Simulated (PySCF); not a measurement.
Structure from 2D NMR

Compound of formula C6H14O2. Correlations simulated from computed shifts and the bond graph:

HSQC (one-bond C–H):
```csv
δH,δC
3.54,110.4
3.25,54.8
1.54,30.0
0.89,16.8
```

COSY cross peaks (H two or three bonds apart, from the bond graph; peaks can be absent where the dihedral angle is near 90°):
```csv
δH,δH
3.54,1.54
1.54,0.89
```

HMBC (two and three bonds, from the bond graph):
```csv
δH,δC
3.54,"54.8, 30.0, 16.8"
3.25,110.4
1.54,"110.4, 16.8"
0.89,"110.4, 30.0, 16.8"
```

- coordinates at the PBE0-D3(BJ)/def2-SVP level
- GIAO PBE0/pcSseg-1 shieldings
- code: PySCF 2.14.0 with density-fitted response routines
- non-relativistic, one averaged value for each set of equivalent atoms, single conformer, isolated molecule

References, each an isolated molecule treated in the same way: TMS for 1H, 13C.

Exchangeable hydrogens are left out of these lists.

**Question.** Which molecule is this?

**Answer.** isobutylaldehyde dimethyl acetal (SMILES O(C)C(OC)C(C)C).

Atoms are numbered as in `[CH3:1][O:2][CH:3]([O:4][CH3:5])[CH:6]([CH3:7])[CH3:8]`. Hydrogens are named by the atom that carries them.

- δC 110.4 is C3, an sp3 carbon bearing two oxygens (δH 3.54).
- δC 54.8 is C1/C5, a methyl carbon bonded to O (δH 3.25).
- δC 30.0 is C6, an sp3 CH (δH 1.54).
- δC 16.8 is C7/C8, a methyl carbon (δH 0.89).
- COSY links 3.54–1.54, 1.54–0.89.

The shifts were computed for this structure.

Shifts are as computed. Against solution values, carbons near 30 ppm lie about +2 ppm off and those near 130 ppm about +5 ppm. Of 1211 compounds with measured shifts, 218 miss one by over three times the rms of a fit or turn the order of signals round; such compounds aren't used in these exercises.
